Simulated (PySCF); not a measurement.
Species: C6H10OSSi.
Z-matrix (Å and degrees, GFN2-xTB geometry), rows numbered from 1:
```
C 
C   1  1.5221
C   2  1.5227  1  110.93
S   2  1.8616  1  110.37  3  -117.48
Si  4  2.1432  2  102.35  1   -65.91
C   5  1.8785  4  105.56  2   -22.47
C   6  1.3306  5  123.20  4    -4.92
C   7  1.4819  6  125.77  5    -0.63
O   8  1.2099  2  121.69  1  -133.98
H   1  1.0876  2  111.97  3   179.80
H   1  1.0895  2  109.63  3   -59.67
H   1  1.0881  2  109.41  3    59.24
H   3  1.0868  2  110.05  1   179.52
H   3  1.0868  2  110.00  1   -60.39
H   3  1.0880  2  109.89  1    60.20
H   5  1.4547  4  106.04  2  -141.49
H   5  1.4626  4  109.80  2    95.47
H   6  1.0822  5  118.30  4   176.20
H   7  1.0844  6  121.26  5  -175.71
```

Definitions: NICS(0) = −σiso at the ring centroid; NICS(1) = −σiso and NICS(1)zz = −σzz at ±1 Å along the ring normal z. Level: GIAO PBE0/pcSseg-1 (PySCF, non-relativistic, gas phase) on the GFN2-xTB geometry, one conformer.

Ring bond lengths (Å), with Mayer bond orders in brackets: C2–S4 1.862 (1.02), S4–Si5 2.143 (0.95), Si5–C6 1.878 (0.88), C6–C7 1.331 (1.89), C7–C8 1.482 (1.03), C8–C2 1.522 (0.82).

Problem. Give the NICS values of each ring in ppm.

Solution. 
```csv
ring,type,NICS(0),"NICS(1), two faces","NICS(1)zz, two faces",rms pucker (Å),"centre to ring atoms, mean (Å)"
C2–S4–Si5–C6–C7–C8,"6-membered ring with S and Si; formal bonds 1 double, 5 single",-0.7,-2.2 / -1.0,1.6 / 0.7,0.26,1.64
```

Problem. What do they say, and how far can they be read as aromaticity?

Solution. 
- C2–S4–Si5–C6–C7–C8: mean NICS(1)zz 1.2 ppm, near zero. C2, Si5 have four or more neighbours, so the value isn't read as a sign of a π ring current.

Problem. What field does 9.4 T along the ring normal induce along that normal at the first NICS(1) probe listed for ring C2–S4–Si5–C6–C7–C8, 1 Å off the ring?

Solution. NICSzz × B0 = 1.6 ppm × 9.4 T = 15 μT, along the applied field.

Problem. List the ring angles and the Hirshfeld charges of the ring atoms.

Solution. 
- C2–S4–Si5–C6–C7–C8: C2 105.0° (+0.019 e), S4 102.3° (-0.076 e), Si5 105.6° (+0.319 e), C6 123.2° (-0.123 e), C7 125.8° (-0.036 e), C8 117.8° (+0.150 e); sum 679.7° against 720° for a flat convex ring.

Problem. How shielded are the nuclei of the rings and their hydrogens (means over atoms taken as equivalent)?

Solution. 
| atoms | environment | σ isotropic (ppm) | principal values of the symmetric part, first atom (ppm) |
| --- | --- | --- | --- |
| C2 | sp3 carbon bound to sulfur | 137.1 | 126.2, 137.4, 147.6 |
| S4 | sulfur bonded to C and Si | 569.3 | 384.0, 457.4, 866.6 |
| Si5 | SiH2 silicon | 398.8 | 370.3, 392.4, 433.6 |
| C6 | alkene CH carbon | 48.1 | -63.7, 41.7, 166.4 |
| C7 | alkene CH carbon | 31.2 | -85.7, 43.3, 136.1 |
| C8 | ketone carbonyl carbon | -21.5 | -111.7, -51.2, 98.3 |
| H16 (×2) | Si–H hydrogen | 26.67 | 23.0, 24.4, 33.1 |
| H18 | vinylic hydrogen | 25.02 | 24.2, 24.2, 26.7 |
| H19 | vinylic hydrogen | 24.73 | 22.9, 23.7, 27.6 |
